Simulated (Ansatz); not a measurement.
GeMe2(NEt2)2 (C₁₀H₂₆GeN₂) was relaxed with PBE-D4 (def2-SVP) in Ansatz in these states: charge +1 doublet, neutral singlet. The geometries follow in no particular order.

A:

```csv
atom,x (Å),y (Å),z (Å)
Ge1,0.528,0.969,-0.066
C2,-0.315,2.711,0.292
H3,0.231,3.277,1.074
H4,-1.366,2.584,0.617
H5,-0.308,3.310,-0.640
C6,2.421,1.169,-0.564
H7,2.869,0.186,-0.808
H8,2.972,1.602,0.294
H9,2.548,1.842,-1.435
N10,-0.295,0.028,-1.440
C11,-1.660,-0.443,-1.265
C12,-2.735,0.471,-1.869
C13,0.320,-0.203,-2.737
C14,0.869,-1.624,-2.927
H15,-1.847,-0.566,-0.175
H16,-1.767,-1.468,-1.696
H17,-2.725,1.470,-1.386
H18,-2.572,0.626,-2.956
H19,-3.749,0.038,-1.743
H20,-0.409,0.019,-3.554
H21,1.145,0.525,-2.889
H22,1.679,-1.834,-2.199
H23,0.077,-2.386,-2.772
H24,1.276,-1.768,-3.950
N25,0.295,-0.071,1.454
C26,0.688,-1.471,1.425
C27,2.058,-1.760,2.052
C28,-0.246,0.436,2.705
C29,-1.727,0.105,2.932
H30,0.685,-1.809,0.364
H31,-0.086,-2.097,1.931
H32,2.866,-1.230,1.505
H33,2.098,-1.426,3.110
H34,2.287,-2.846,2.038
H35,0.351,0.046,3.564
H36,-0.112,1.539,2.745
H37,-2.362,0.581,2.156
H38,-1.908,-0.989,2.884
H39,-2.075,0.458,3.926
```

B:

Cartesian coordinates in Å:
```
Ge -1.131 0.274 0.498
C -2.283 1.625 -0.286
H -3.189 1.134 -0.694
H -1.793 2.195 -1.097
H -2.597 2.336 0.504
C -1.788 -0.635 2.084
H -1.143 -1.476 2.400
H -2.804 -1.027 1.879
H -1.856 0.093 2.916
N 0.576 1.023 0.853
C 1.040 2.224 0.166
C 0.814 3.492 1.006
C 1.537 0.345 1.715
C 2.643 -0.421 0.977
H 0.508 2.324 -0.803
H 2.119 2.120 -0.077
H -0.263 3.654 1.212
H 1.348 3.436 1.975
H 1.197 4.375 0.456
H 2.003 1.117 2.371
H 0.985 -0.339 2.392
H 2.221 -1.234 0.355
H 3.240 0.243 0.320
H 3.340 -0.871 1.712
N -0.653 -1.005 -0.820
C -0.362 -2.391 -0.469
C -1.581 -3.306 -0.677
C -0.421 -0.614 -2.204
C 1.056 -0.479 -2.602
H -0.040 -2.443 0.592
H 0.493 -2.758 -1.075
H -2.431 -2.999 -0.036
H -1.919 -3.294 -1.732
H -1.311 -4.349 -0.418
H -0.905 -1.380 -2.855
H -0.957 0.337 -2.400
H 1.558 0.312 -2.011
H 1.613 -1.425 -2.455
H 1.132 -0.213 -3.674
```

Task: Judge from the bond lengths which geometry belongs to which state (an estimate).

Result: A is the neutral singlet (Ge1–N25 1.856 Å, Ge1–N10 1.858 Å, Ge1–C2 1.968 Å); B is the charge +1 doublet (Ge1–N25 1.898 Å, Ge1–N10 1.898 Å, Ge1–C2 1.942 Å).
